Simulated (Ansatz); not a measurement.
Start from `[F][In]([SH])[SH]` and change one atom or group to get `[OH][In]([F])[SH]`.

Ansatz, PBE0-D4/def2-TZVP geometries, multiplicity 1. Each molecule was computed in one conformer, which needn't be the lowest.

Elements past krypton have def2 core potentials.

```tsv
property	`[F][In]([SH])[SH]`
HOMO–LUMO gap (PBE/def2-TZVPP) / eV	3.73
HOMO energy (PBE0/def2-TZVPP) / eV	-7.93
HOMO energy (PBE/def2-TZVPP) / eV	-6.69
LUMO energy (PBE/def2-TZVPP) / eV	-2.96
LUMO energy (ωB97M-V/def2-TZVPP) / eV	-0.21
LUMO energy (B3LYP/def2-TZVPP) / eV	-2.41
```

Q: What does the change do to each property? (Best estimate.)

A: The calculation gave: 
```tsv
property	`[OH][In]([F])[SH]`	shift
HOMO–LUMO gap (PBE/def2-TZVPP) / eV	3.85	0.12
HOMO energy (PBE0/def2-TZVPP) / eV	-8.20	-0.27
HOMO energy (PBE/def2-TZVPP) / eV	-6.91	-0.22
LUMO energy (PBE/def2-TZVPP) / eV	-3.05	-0.09
LUMO energy (ωB97M-V/def2-TZVPP) / eV	-0.26	-0.05
LUMO energy (B3LYP/def2-TZVPP) / eV	-2.51	-0.10
```

With PBE0 the HOMO falls by 0.27 eV and the LUMO falls by 0.06 eV, so the gap widens by about 0.21 eV. PBE moves the HOMO by -0.22 eV and ωB97M-V by -0.31 eV.

B3LYP here is the variant with VWN-RPA as its local correlation; programs differ in this.
